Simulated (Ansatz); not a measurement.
A CCSD(T) single point on AlGeH₈NSi.

```yaml
crystal:
  periodic: [false, false, false]
  atoms:
    - {symbol: N, position_ang: [-1.062936, 0.359432, -0.672876]}
    - {symbol: Si, position_ang: [0.018827, 1.300179, 0.486977]}
    - {symbol: Ge, position_ang: [1.645938, -0.438258, 0.628465]}
    - {symbol: Al, position_ang: [-0.347422, -1.553582, -0.430845]}
    - {symbol: H, position_ang: [-0.918490, 0.635743, -1.639974]}
    - {symbol: H, position_ang: [-2.056028, 0.459926, -0.488314]}
    - {symbol: H, position_ang: [0.224374, 2.642252, -0.128944]}
    - {symbol: H, position_ang: [-0.851276, 1.471689, 1.681442]}
    - {symbol: H, position_ang: [2.098366, -0.589846, 2.091004]}
    - {symbol: H, position_ang: [2.878822, -0.012653, -0.194126]}
    - {symbol: H, position_ang: [-0.195763, -2.121081, -1.912854]}
    - {symbol: H, position_ang: [-1.357411, -2.209001, 0.613846]}
basis:
  gaussian: {orbitals: def2-TZVPP}
correlation: {method: ccsd_t}
output: {orbitals: {seedname: orbitals}}
```

```sh
$ ansatz run in.yaml --threads 4 --pin off --events-out ev --progress --plain --max-ram 10444MiB
```

Output of Ansatz, abridged:

```
Functional definition: HF
1604 factors; integrals over basis functions are off by at most 1.2e-3 eV
mean field evaluation 1: about -72526.3430 eV, gradient 3.1e1 eV
mean field evaluation 2: about -72526.5456 eV, gradient 3.1e1 eV
mean field evaluation 4: about -72529.3629 eV, gradient 3.8e0 eV
mean field evaluation 8: about -72529.4263 eV, gradient 2.1e-1 eV
mean field -72529.42643315 eV, -2665.4072592073 hartree, gradient 3.5e-6 eV, S^2 0.000000; 0 other end points of the search recorded, 0 dependent functions left out
20 core orbitals not correlated: weight in the atoms' cores, before any rotation towards them, 1.000 or more for the frozen orbitals, at most 0.000 for the correlated occupied ones
reference -72529.42643315 eV, -2665.4072592073 hartree; 17, 17 occupied and 238, 238 virtual orbitals, 1604 factors
second order -18.90730199 eV of doubles, -0.00000000 eV of singles
cycle   1  -19.57384213 eV  change   -6.7e-1 eV  update   1.1e-1
cycle   2  -20.24108875 eV  change   -6.7e-1 eV  update   3.2e-2
cycle   3  -20.31219445 eV  change   -7.1e-2 eV  update   1.4e-2
cycle   4  -20.30439365 eV  change    7.8e-3 eV  update   3.7e-3
cycle   5  -20.30388174 eV  change    5.1e-4 eV  update   1.4e-3
cycle   6  -20.30325392 eV  change    6.3e-4 eV  update   4.1e-4
cycle   7  -20.30315223 eV  change    1.0e-4 eV  update   1.5e-4
cycle   8  -20.30318905 eV  change   -3.7e-5 eV  update   5.8e-5
cycle   9  -20.30319593 eV  change   -6.9e-6 eV  update   2.2e-5
perturbative correction -0.74935742 eV, -0.0275383774 hartree
Total energy: -72550.47898651 eV, -2666.1809262732 hartree
```

Run time 2.9 min (4 threads of an Arm Neoverse V2 on a shared host); peak host memory 6.9 GiB.

MP2 recovers 89.8 % of the CCSD(T) correlation energy and the triples give 3.6 %; T1 = 0.0119.
